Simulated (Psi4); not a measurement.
CH$_{2}$F, doublet, geometry from GFN2-xTB; HF/def2-SVP in Psi4 1.11.

Input for Psi4:
```
memory 2 GB

molecule {
0 2
C     0.00052334    0.46021569    0.46078947
F    -0.00116407   -0.45465534   -0.50735425
H    -0.95081668    0.65452567    0.91257266
H     0.95815328    0.67607827    0.88887881
}

set {
  basis def2-svp
  reference uhf
  damping_percentage 50
}

energy('scf')
print_variables()
```

### Question
What does Psi4 print? Leave out banner, timings and long lists.

### Answer

```
   => Loading Basis Set <=

    Name: DEF2-SVP
    Role: ORBITAL
    Keyword: BASIS

         ---------------------------------------------------------
                                   SCF
               by Justin Turney, Rob Parrish, Andy Simmonett
                          and Daniel G. A. Smith
                              UHF Reference
         ---------------------------------------------------------

  ==> Geometry <==

    Molecular point group: c1
    Full point group: C1

    Geometry (in Angstrom), charge = 0, multiplicity = 2:

       Center              X                  Y                   Z               Mass
    ------------   -----------------  -----------------  -----------------  -----------------
         C            0.000779030569     0.513954054038     0.530271973291    12.000000000000
         F           -0.000908379431    -0.400916975962    -0.437871746709    18.998403162730
         H           -0.950560989431     0.708264034038     0.982055163291     1.007825032230
         H            0.958408970569     0.729816634038     0.958361313291     1.007825032230

  Running in c1 symmetry.

  Rotational constants: A =      9.00166  B =      1.04189  C =      0.93753 [cm^-1]
  Rotational constants: A = 269862.89097  B =  31235.06422  C =  28106.51031 [MHz]
  Nuclear repulsion =   32.336043407467749

  Charge       = 0
  Multiplicity = 2
  Electrons    = 17
  Nalpha       = 9
  Nbeta        = 8

  ==> Algorithm <==

  SCF Algorithm Type is DF.
  DIIS enabled.
  MOM disabled.
  Fractional occupation disabled.
  Guess Type is SAD.
  Energy threshold   = 1.00e-06
  Density threshold  = 1.00e-06
  Integral threshold = 1.00e-12

  ==> Primary Basis <==

  Basis Set: DEF2-SVP
    Blend: DEF2-SVP
    Number of shells: 18
    Number of basis functions: 38
    Number of Cartesian functions: 40
    Spherical Harmonics?: true
    Max angular momentum: 2

   => Loading Basis Set <=

    Name: (DEF2-SVP AUX)
    Role: JKFIT
    Keyword: DF_BASIS_SCF

  ==> Integral Setup <==

  SCF_SUBTYPE=INCORE selected. In-core MEM_DF algorithm will be used.
  Using in-core AOs.

  ==> MemDFJK: Density-Fitted J/K Matrices <==

    J tasked:                   Yes
    K tasked:                   Yes
    wK tasked:                   No
    Algorithm:                 Core
    Schwarz Cutoff:           1E-12
    Mask sparsity (%):       0.0000
    Fitting Condition:        1E-10

   => Auxiliary Basis Set <=

  Basis Set: (DEF2-SVP AUX)
[...]
   @DF-UHF iter  89:  -138.29564609972900   -4.74692e-06   1.05949e-05 DIIS/DAMP=50%
   @DF-UHF iter  90:  -138.29564452017894    1.57955e-06   9.77441e-06 DIIS/DAMP=50%
   @DF-UHF iter  91:  -138.29564343555720    1.08462e-06   9.38962e-06 DIIS/DAMP=50%
   @DF-UHF iter  92:  -138.29565830774052   -1.48722e-05   9.02153e-06 DIIS/DAMP=50%
   @DF-UHF iter  93:  -138.29565037743600    7.93030e-06   1.14938e-05 DIIS/DAMP=50%
   @DF-UHF iter  94:  -138.29565399103299   -3.61360e-06   9.95380e-06 DIIS/DAMP=50%
   @DF-UHF iter  95:  -138.29566205082617   -8.05979e-06   1.03049e-05 DIIS/DAMP=50%
   @DF-UHF iter  96:  -138.29563741307385    2.46378e-05   2.31011e-05 DIIS/DAMP=50%
   @DF-UHF iter  97:  -138.29564358821193   -6.17514e-06   1.80780e-05 DIIS/DAMP=50%
   @DF-UHF iter  98:  -138.29564651175713   -2.92355e-06   2.03385e-05 DIIS/DAMP=50%
   @DF-UHF iter  99:  -138.29564119235377    5.31940e-06   2.46204e-05 DIIS/DAMP=50%
   @DF-UHF iter 100:  -138.29561325651875    2.79358e-05   3.76691e-05 DIIS/DAMP=50%

PsiException: Could not converge SCF iterations in 100 iterations.

  Failed to converge.

Traceback (most recent call last):
  File "psi4", line 375, in <module>
  File "<string>", line 26, in <module>
  File "site-packages/psi4/driver/driver.py", line 533, in energy
  File "site-packages/psi4/driver/procrouting/proc.py", line 2760, in run_scf
  File "site-packages/psi4/driver/procrouting/proc.py", line 2047, in scf_helper
  File "site-packages/psi4/driver/procrouting/scf_proc/scf_iterator.py", line 93, in scf_compute_energy
  File "site-packages/psi4/driver/procrouting/scf_proc/scf_iterator.py", line 86, in scf_compute_energy
  File "site-packages/psi4/driver/procrouting/scf_proc/scf_iterator.py", line 609, in scf_iterate

psi4.driver.p4util.exceptions.SCFConvergenceError: Could not converge SCF iterations in 100 iterations.

Printing out the relevant lines from the Psithon --> Python processed input file:
    """)
    core.IO.set_default_namespace("")
    core.set_global_option("BASIS", "def2-svp")
    core.set_global_option("REFERENCE", "uhf")
    core.set_global_option("DAMPING_PERCENTAGE", 50)
--> energy('scf')
    print_variables()

!-------------------------------------------------------!
!                                                       !
!  Could not converge SCF iterations in 100 iterations. !
!                                                       !
!-------------------------------------------------------!
```

Convergence was not reached.
